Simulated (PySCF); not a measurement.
Ground-state electric properties of a mixed set of molecules.

All values: PBE0/def2-SVPD (PySCF) at GFN2-xTB geometries, gas phase, one conformer each. Core orbitals are frozen in the response; Δα² is half the sum of the squared differences of the principal polarisabilities.

Question: Rank by HOMO energy, highest first.
A. `CC[P@H](=S)C1CC1`
B. `O=C(c1n[nH]nc1[SiH3])C`
C. `C(#C)c1nn(C)nc1`
D. `C[SiH2]C(F)(F)F`

Answer: A (-6.56 eV), C (-7.18 eV), B (-7.83 eV), D (-9.35 eV).

Question: Rank by polarisability anisotropy Δα, lowest first.
A. `C#Cc1cnn(C)n1`
B. `[CH3:1][C:2](=[O:3])[c:4]1[n:5][nH:6][n:7][c:8]1[SiH3:9]` with C1–C2–C4–N5 0°
C. `[CH3:1][CH2:2][P@H:3](=[S:4])[CH:5]1[CH2:6][CH2:7]1` with C1–C2–P3–S4 56°, C2–P3–C5–C6 169°
D. `C[SiH2]C(F)(F)F`
E. `[CH2:1]=[C:2]1[CH:3]=[C:4]1[C:5]([CH3:6])=[O:7]` with C3–C4–C5–C6 174°
F. `N#Cc1ccpcn1`

Answer: D (1.22 Å³), C (2.35 Å³), B (6.73 Å³), E (7.82 Å³), A (9.71 Å³), F (11.31 Å³).

Question: Rank by mean static polarisability, lowest first.
A. `CC[P@H](=S)C1CC1`
B. `C#Cc1cnn(C)n1`
C. `C=C1C=C1C(C)=O`
D. `C[SiH2]C(F)(F)F`
E. `CC(=O)C1=NNN=C1[SiH3]`

Answer: D (8.12 Å³), C (11.34 Å³), B (11.83 Å³), E (14.12 Å³), A (15.20 Å³).

All values together:

```
                SMILES    formula  μ (D)  HOMO (eV)  LUMO (eV)  α (Å³)  Δα (Å³)  electrons  α per electron (Å³)
        C=C1C=C1C(C)=O      C6H6O   1.57      -6.57      -2.50   11.34     7.82         50                0.227
           N#Cc1ccpcn1    C5H3N2P   4.41      -7.87      -2.95   13.94    11.31         62                0.225
CC(=O)c1n[nH]nc1[SiH3]  C4H7N3OSi   3.18      -7.83      -1.83   14.12     6.73         74                0.191
         C#Cc1cnn(C)n1     C5H5N3   0.95      -7.18      -0.75   11.83     9.71         56                0.211
       C[SiH2]C(F)(F)F   C2H5F3Si   3.05      -9.35       0.10    8.12     1.22         58                0.140
      CC[P@H](=S)C1CC1    C5H11PS   4.36      -6.56       0.38   15.20     2.35         72                0.211
```

Conformers: `[CH2:1]=[C:2]1[CH:3]=[C:4]1[C:5]([CH3:6])=[O:7]` with C3–C4–C5–C6 174°; `[CH3:1][C:2](=[O:3])[c:4]1[n:5][nH:6][n:7][c:8]1[SiH3:9]` with C1–C2–C4–N5 0°; `[CH3:1][CH2:2][P@H:3](=[S:4])[CH:5]1[CH2:6][CH2:7]1` with C1–C2–P3–S4 56°, C2–P3–C5–C6 169°.

Q: How closely does the mean polarisability follow the number of electrons in this set?

A: The correlation coefficient is 0.68; α per electron runs from 0.140 to 0.227 Å³.
